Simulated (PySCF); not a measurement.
Compound: C5H6F2O.
Cartesian coordinates in Å at the PBE0-D3(BJ)/def2-SVP level; atoms count from 1:
```xyz
14
C5H6F2O angstrom
C      2.4003    0.5515    1.5297
C      1.7602   -0.1558    0.5881
C      0.3749    0.0448    0.2061
C     -0.2133   -0.7087   -0.7383
O     -1.5035   -0.6476   -1.1548
C     -2.4113    0.0153   -0.3826
F     -3.6169   -0.3112   -0.8329
F     -2.2643    1.3466   -0.5095
H      1.8974    1.3496    2.0844
H      3.4462    0.3553    1.7749
H      2.3023   -0.9483    0.0581
H     -0.1742    0.8527    0.6984
H      0.3279   -1.4816   -1.2894
H     -2.3139   -0.2481    0.6872
```

Level: PBE0/pcSseg-1 and CAM-B3LYP/def2-SVPD in PySCF, non-relativistic, on one gas-phase PBE0-D3(BJ)/def2-SVP geometry that isn't relaxed in the solvent. The solvent is an IEF-PCM continuum (cavity from Bondi-type radii × 1.2). Specific hydrogen bonds and non-electrostatic terms are outside this model.

Gas phase at PBE0/pcSseg-1: HOMO -6.68 eV, LUMO -0.87 eV, dipole 2.02 D.

Problem. What does the continuum do to the energy, the frontier levels and the dipole at PBE0/pcSseg-1 in benzene?

Solution. 
```tsv
solvent	ε	E(solvent) − E(gas) (kcal/mol)	polarisation term (kcal/mol)	distortion of the solute (kcal/mol)	HOMO (eV)	LUMO (eV)	dipole (D)
benzene	2.271	-2.16	-2.27	0.11	-6.60	-0.78	2.18
```

The polarisation term is half the interaction of the solute with the surface charges that it induces; the rest is the cost of distorting the solute's density. The sum is the electrostatic part of solvation alone.

Problem. Which radius a makes the point-dipole formula ΔE = −[(ε − 1)/(2ε + 1)]·μ²/a³ give the value in benzene, with the gas-phase dipole?

Solution. μ = 0.795 au and |ΔE| = 0.00344 Eh give a = 1.84 Å; the farthest nucleus lies 3.81 Å from the centroid of the nuclei, so such a sphere wouldn't even hold the nuclei. The formula assumes a rigid point dipole at the centre of a sphere.

Problem. Give the dipole vector in the frame of the coordinates (D, pointing from negative to positive charge), gas and benzene.

Solution. Gas (1.29, -0.82, 1.32), solvent (1.37, -0.91, 1.43). Its length changes by +8 % and its direction by less than 1°.

Problem. Which IAO charges (PBE0/pcSseg-1) respond most in benzene (means over atoms taken as equivalent)?

Solution. 
```tsv
atoms	environment	gas (e)	solvent (e)	change
H14	methine hydrogen	+0.133	+0.143	+0.010
H13	vinylic hydrogen	+0.166	+0.172	+0.006
C1	terminal =CH2 carbon	-0.317	-0.323	-0.006
O5	ether oxygen	-0.316	-0.321	-0.005
H11	vinylic hydrogen	+0.143	+0.147	+0.004
F7/F8	fluorine of a CF2 group	-0.287	-0.291	-0.004
C2	alkene CH carbon	-0.128	-0.131	-0.003
C3	alkene CH carbon	-0.217	-0.220	-0.003
```

Problem. How do the nuclear quadrupole coupling constants eQVzz/h respond in benzene?

Solution. 
| nucleus | Q (barn) | gas (MHz) | solvent (MHz) | η gas | η solvent |
| --- | --- | --- | --- | --- | --- |
| 17O at O5 | -0.0256 | -11.05 | -11.02 | 0.61 | 0.61 |

Gas phase at CAM-B3LYP/def2-SVPD: HOMO -7.96 eV, LUMO 0.15 eV, dipole 2.19 D.

Problem. What does the continuum do to the energy, the frontier levels and the dipole at CAM-B3LYP/def2-SVPD in benzene?

Solution. 
```
solvent      ε  E(solvent) − E(gas) (kcal/mol)  polarisation term (kcal/mol)  distortion of the solute (kcal/mol)  HOMO (eV)  LUMO (eV)  dipole (D)
benzene  2.271                           -2.13                         -2.26                                 0.13      -7.86       0.27        2.40
```

Problem. How does the static polarisability (CAM-B3LYP/def2-SVPD, frozen core, with the continuum's full static response) change?

Solution. 
| medium | isotropic (au) | principal values (au) | ⟨r²⟩ of the electrons (bohr²) |
| --- | --- | --- | --- |
| gas | 73.8 | 48.1, 63.1, 110.4 | 1319.3 |
| benzene | 83.9 | 53.9, 71.1, 126.6 | 1319.4 |

The isotropic value in benzene is 1.14 times the gas-phase one; no cavity-field correction is applied. ⟨r²⟩ is taken about the centre of nuclear charge.
